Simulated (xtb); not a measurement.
Cd(H)(SH) (CdH₂S), SMILES [SH][CdH]. All values are semi-empirical tight-binding results from xtb (GFN2-xTB unless named), good for trends rather than for accurate numbers. Coordinates come from a GFN2-xTB optimisation.

For metal compounds this method's bond lengths and energies can be far off.

```json
{
  "point_group_as_xtb_finds_it": "Cs",
  "orbital_gap": "3.74 eV",
  "zero_point_energy": "7.2 kcal/mol",
  "G − E(el) at 298.15 K (modified RRHO)": "-10.1 kcal/mol"
}
```
